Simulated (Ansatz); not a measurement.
C₂H₆Cl₂O₂Sn (`C[O][Sn]([Cl])([Cl])[O]C`) from Hartree–Fock to CCSD(T)

```
atom    x (Å)    y (Å)    z (Å)
  C1   1.0128   2.1116  -0.9424
  O2   0.8748   0.7270  -0.6851
 Sn3  -0.8728  -0.0545  -0.4003
 Cl4  -1.9093   1.0812   1.3229
 Cl5  -2.1522   0.0747  -2.2979
  O6  -0.6454  -1.9170   0.0455
  C7  -0.0066  -2.2781   1.2584
  H8   2.0818   2.3216  -1.0185
  H9   0.5981   2.7249  -0.1345
 H10   0.5372   2.4021  -1.8859
 H11  -0.5120  -1.8549   2.1336
 H12  -0.0511  -3.3668   1.3310
 H13   1.0447  -1.9718   1.2733
```

Charge 0, multiplicity 1. Correlated methods freeze the filled d shell of Sn. Sn takes the def2 core potential. The geometry is a stationary point of PBE0-D4/def2-TZVP. It is one conformer, not always the lowest. Frozen core, restricted reference, the Gaussian-basis code of Ansatz.

```
     basis      HF (Eh)  MP2 corr.  CCSD corr.       (T)  CCSD(T) total
  def2-SVP  -1360.92228   -0.98254    -1.04186  -0.02598    -1361.99012
def2-TZVPP  -1361.53373   -1.27128    -1.32312  -0.05376    -1362.91061
def2-QZVPP  -1361.57405   -1.37869           –         –              –
```
